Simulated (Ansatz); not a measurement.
# A ladder of methods for GeH2O (germanone)

GeH2O: 4 atoms, total charge 0, spin state singlet. As SMILES, `[O]=[GeH2]`. Geometry: a GFN2-xTB relaxation, a rough one for these elements and not checked as a minimum.

```xyz
4

O    -0.0573   -0.9394    1.3060
Ge   -0.0012   -0.0206    0.0286
H    -1.1122    0.0703   -1.0116
H     1.1707    0.8897   -0.3230
```

Each level gives the vertical ionisation energy (to the doublet cation) (eV). The values are calculated.

```
           level                    kind  program  value (eV)  less FCI/STO-3G  CPU time (all runs)
      PBE/STO-3G                     GGA   Ansatz        6.69            +0.73                3.5 s
   revPBE/STO-3G                     GGA   Ansatz        6.67            +0.71                3.5 s
     PBE0/STO-3G           global hybrid   Ansatz        6.71            +0.75                3.4 s
CAM-B3LYP/STO-3G  range-separated hybrid   Ansatz        6.70            +0.74                  4 s
   B2PLYP/STO-3G           double hybrid   Ansatz        6.55            +0.59                4.3 s
  CCSD(T)/STO-3G   coupled cluster or CI   Ansatz        5.97            +0.01               0.92 s
     CCSD/STO-3G   coupled cluster or CI   Ansatz        5.97            +0.01               0.88 s
      FCI/STO-3G      exact in the basis   Ansatz        5.96             0.00                 54 s
```

FCI/STO-3G is exact within its basis and frozen core, so for wave-function methods in that basis the difference is their error; functionals converge differently with the basis, so for them it is only a difference. All-electron rows without a relativistic Hamiltonian named are non-relativistic. The values span 5.96 to 6.71 eV. All rows use very small basis sets, so even the best lies far from the true value. In the correlated wave-function rows the outer d shell of Ge is correlated, in sets not made for it. CPU times are rough (shared hosts, several kinds of processor): they show what a rung costs within a factor of a few.
